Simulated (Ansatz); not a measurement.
Cost and result for the atomization energy of CH₃F₂InSe (`C[Se][In]([F])[F]`) (8 atoms, 7 bonds).

The species carries charge 0 and has multiplicity 1. Correlated methods include outer-core shells of In, Se, which these sets cover unevenly. Scalar relativity is left out up to krypton. In takes the def2 core potential. All single points use the PBE0-D4/def2-TZVP geometry. It is one conformer, not always the lowest. Program: Ansatz. All runs use 4 threads of an Arm Neoverse V2 on a shared host. Times are those of one run each, without the atoms' runs, and a repeat can differ threefold. Electronic energies, without spin–orbit coupling; frozen cores. CCSD(T)/CBS adds CCSD(T) − MP2 in def2-TZVPP to the MP2 limit, and its time is that of the two runs behind it. T1 = 0.014. With those shells the extrapolation isn't a true limit.

CCSD(T)/CBS is a level of theory with its own doubt, some kJ/mol a heavy atom from the limit and from the frozen cores, so smaller differences don't rank the functionals.

```tsv
level	functions	wall time
LDA (SPW92)/def2-TZVPP	233	1.2 s
revPBE-D4/def2-TZVPP	233	1.9 s
BLYP-D4/def2-TZVPP	233	2.1 s
PBE-D4/def2-TZVPP (with forces)	233	2.3 s
r2SCANh-D4/def2-TZVPP	233	4.7 s
PBE-QIDH/def2-TZVPP	233	6 s
ωB97X-V/def2-TZVPP	233	8 s
B97M-V/def2-TZVPP	233	9.5 s
CCSD(T)/def2-SVP	115	11 s
ωB97M-V/def2-TZVPP (with forces)	233	12 s
MP2/def2-QZVPP	432	19 s
CCSD(T)/def2-TZVPP	233	4.2 min
CCSD(T)/CBS(def2)	–	4.5 min
```

(1) What atomization energy does each give, and how far from CCSD(T)/CBS? (Best estimate.)

Results:

(1) Ansatz gave: 
```csv
level,atomization (kJ/mol),difference from CCSD(T)/CBS,per bond
LDA (SPW92)/def2-TZVPP,3053.3,402.2,57.4
revPBE-D4/def2-TZVPP,2600.0,-51.1,-7.3
BLYP-D4/def2-TZVPP,2614.6,-36.5,-5.2
PBE-D4/def2-TZVPP (with forces),2686.0,34.9,5.0
r2SCANh-D4/def2-TZVPP,2607.9,-43.2,-6.2
PBE-QIDH/def2-TZVPP,2595.6,-55.5,-7.9
ωB97X-V/def2-TZVPP,2637.4,-13.7,-2.0
B97M-V/def2-TZVPP,2623.8,-27.3,-3.9
CCSD(T)/def2-SVP,2442.4,-208.7,-29.8
ωB97M-V/def2-TZVPP (with forces),2615.6,-35.5,-5.1
MP2/def2-QZVPP,2685.5,34.4,4.9
CCSD(T)/def2-TZVPP,2557.0,-94.1,-13.4
CCSD(T)/CBS(def2),2651.1,0.0,0.0
```

At CCSD(T), def2-SVP lies −208.7 kJ/mol from the extrapolated value and def2-TZVPP −94.1 kJ/mol: correlation converges slowly with the basis, and small sets miss more of it in the bonded molecule than in its fragments. From r2SCAN to r2SCAN0 (25 % exact exchange), in def2-TZVPP and without D4, the atomization energy moves by −74.2 kJ/mol: exact exchange takes away binding that semilocal exchange gives to molecules. Leaving LDA and LC-ωPBE aside and taking each functional with its dispersion term where it has one, the values, not all of them listed here, spread over 191.3 kJ/mol, from BHLYP-D4 to PBE-D4. LDA lies +384.9 kJ/mol from PBE without D4, its usual overbinding.

Spin–orbit coupling would lower the free In atoms strongly, and the atomization energy with them, by more than many differences here. For some Ge, Se and Sn compounds the MP2-based and the directly extrapolated limit differ by 10 to 25 kJ/mol.
